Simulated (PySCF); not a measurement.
Electron correlation in Ir(2+) (iridium, charge +2)

[Xe] 4f14 5d6 6s1, high-spin 6D determinant (an excited configuration). All numbers are calculated (PySCF 2.14, the spin-free X2C one-electron Hamiltonian (Gaussian nucleus), in x2c-TZVPPall with one added diffuse shell each of s, p, d, f type (12s8p8d4f1g, 113 functions)). Frozen: [Xe] 4f14; 7 electrons correlated.

```tsv
level	correlation energy (mhartree)
CCSD	-122.52
(T)	-2.68
CCSD(T)	-125.20
```

Diagnostics: T1 = 0.0040, D1 = 0.0108, largest double amplitude 0.020.

Spin-orbit coupling, absent here, splits the open shell strongly.

Cost of the coupled-cluster step: roughly 9 core-seconds, for 7 correlated electrons.
